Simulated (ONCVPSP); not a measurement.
## W (Z = 74): one change to an ONCV potential, before and after

tungsten, optimised norm-conserving Vanderbilt (ONCV), made with ONCVPSP 4.0.1 (PBE, fully relativistic). Core [Kr] 4d10 4f14 5s2, reference 5p6 5d4 6s1.5 (charge +0.5). Waves: 6s: rc 2.55 bohr, ncon 4, nbas 7, qcut 2.2 1/bohr, 2 projectors, debl 2.6 Ha; 5p: rc 1.30 bohr, ncon 4, nbas 8, qcut 5.5 1/bohr, 2 projectors, debl 3.2 Ha; 5d: rc 2.45 bohr, ncon 5, nbas 10, qcut 6.6 1/bohr, 2 projectors, debl 3.4 Ha. Local part: polynomial inside 1.00 bohr (lpopt 5, dvloc0 0 Ha). Core correction: none.

Open shells are filled in proportion to 2j + 1.

Change: s: debl 1.05.

Cutoffs: the cutoffs (Ha) at which the residual kinetic energy of the hardest occupied pseudo-wave falls to 1 and 0.1 mHa per electron; they do not see the model core or the augmentation charge, which bear on the density cutoff. Errors are all-electron minus pseudo energies relative to the spin-unpolarised reference configuration.

Q: What does the change do?

A: The potential gets neither clearly harder nor softer (105 Ha and 126 Ha → 105 Ha and 126 Ha); both files keep a bound ghost (s); the lowest positive-energy flag moves from s at 51.0 eV to s at 22.0 eV; the errors of the 4 common tests hardly move.

```tsv
quantity	base	changed
cutoff, loose	105 Ha	105 Ha
cutoff, tight	126 Ha	126 Ha
bound ghosts	s	s
GHOST(+) flags under 300 eV	s at 51.0 eV, p3/2 at 281.6 eV	s at 22.0 eV, p3/2 at 281.6 eV
error for 5p6 5d4 6s2, meV [ΔE -3.64 eV]	-0.9	-1.0
error for 5p6 5d4 6s1, meV [ΔE 5.25 eV]	-0.8	-0.9
error for 5p6 5d4 6s0, meV [ΔE 20.94 eV]	-4.2	-4.2
error for 5p6 5d4.5 6s1.5, meV [ΔE -2.94 eV]	-0.7	-0.9
s: phases at 2.59 bohr within 0.05 rad from the reference energy up to (Ha; the scan ends near 5)	1.8	2.6
p3/2: phases at 1.32 bohr within 0.05 rad from the reference energy up to (Ha; the scan ends near 5)	to the end of the scan	to the end of the scan
p1/2: phases at 1.32 bohr within 0.05 rad from the reference energy up to (Ha; the scan ends near 5)	to the end of the scan	to the end of the scan
d5/2: phases at 2.48 bohr within 0.05 rad from the reference energy up to (Ha; the scan ends near 5)	to the end of the scan	to the end of the scan
d3/2: phases at 2.48 bohr within 0.05 rad from the reference energy up to (Ha; the scan ends near 5)	to the end of the scan	to the end of the scan
```

 A true bound ghost makes a file unfit for plane-wave use even where its test errors are small: the radial tests pick states by their node count and pass the ghost by.
